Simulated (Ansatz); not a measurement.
Geometry optimisation, RKS B3LYP-D4/def2-SVP in Ansatz 0.2.0.

Input:

```yaml
crystal:
  periodic: [false, false, false]
  atoms:
    - { symbol: C, position_ang: [-0.7127, 1.0869, 0.1201] }
    - { symbol: Si, position_ang: [0.1207, -0.2126, -0.8405] }
    - { symbol: As, position_ang: [1.9445, -0.9094, 0.3541] }
    - { symbol: Se, position_ang: [-1.2126, -1.9623, -1.1547] }
    - { symbol: H, position_ang: [-0.0729, 1.9825, 0.2444] }
    - { symbol: H, position_ang: [-1.6492, 1.4817, -0.468] }
    - { symbol: H, position_ang: [-1.0581, 0.738, 1.0966] }
    - { symbol: H, position_ang: [0.5944, 0.3312, -2.1505] }
    - { symbol: H, position_ang: [1.1448, -1.0121, 1.7259] }
    - { symbol: H, position_ang: [2.4026, 0.5631, 0.7028] }
    - { symbol: H, position_ang: [-1.436, -2.144, 0.3905] }
basis:
  gaussian: { orbitals: def2-SVP }
hamiltonian:
  xc: b3lyp
  dispersion: d4
relax:
  f_tol: 0.015
  max_steps: 40
output:
  orbitals: {}
```

Command:

```bash
$ ansatz run input.yaml --threads 2 --pin off --max-ram 3072MiB --backend cpu --events-out ev --progress --plain --runs-dir out
```

Q: Where does it end, and by what steps?

A: The forces met the threshold. After 6 steps the energy has fallen by 0.440 eV; H9 moved furthest, 0.20 Å.

```csv
step,energy less start (eV),largest force component (eV/Å),accepted
0,0.0000,2.206,yes
1,-0.3473,1.202,yes
2,-0.4328,0.173,yes
3,-0.4377,0.088,yes
4,-0.4390,0.016,yes
5,-0.4394,0.032,yes
6,-0.4398,0.007,yes
```

```xyz
11
Properties=species:S:1:pos:R:3
C -0.791 1.213 0.099
Si 0.127 -0.182 -0.774
As 2.087 -0.918 0.381
Se -1.239 -2.009 -1.144
H -0.134 2.090 0.216
H -1.679 1.509 -0.481
H -1.119 0.894 1.100
H 0.524 0.231 -2.152
H 1.280 -1.144 1.664
H 2.458 0.508 0.811
H -1.449 -2.248 0.299
```

Run time: 63 s on 2 threads of Arm Neoverse N1, with other jobs on the host, peak memory 0.38 GiB.
